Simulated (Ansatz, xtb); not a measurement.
Molecule: C3HO, net charge 0, doublet state. It need not be the lowest isomer of its formula. 
Geometry from a B3LYP-D3(BJ)/def2-TZVP (Ansatz, an electronic-structure program) optimisation:
```
C
C 1 1.2611
C 1 1.2980 2 166.34
O 3 1.1677 1 173.93 2 180.00
H 2 1.0770 1 139.98 3 -180.00
```
Charge 0, spin multiplicity 2.

Harmonic wavenumbers from GFN2-xTB (xtb, at its own minimum), cm⁻¹: 231, 249, 294, 497, 639, 1001, 1839, 2266, 3286.

Task: Give the harmonic wavenumbers at B3LYP-D3(BJ)/def2-TZVP (Ansatz, finite differences of forces, unscaled).

Result: 229, 243, 303, 643, 669, 967, 1829, 2259, 3264 cm⁻¹. Zero-point energy 14.9 kcal/mol.

Task: From these and the geometry, give the ideal-gas thermochemistry at 298.15 K and 1 atm (rigid rotor, harmonic oscillator).

Result: Point group Cs, rotational symmetry number 1. Rotational constants 1156, 4.453, 4.436 GHz. S(trans) 37.83, S(rot) 20.18, S(vib) 5.90, S(elec, spin only) 1.38, S 65.3 cal/(mol K). H(298) - H(0) 3.46 kcal/mol; G - E(el) -1.1 kcal/mol.
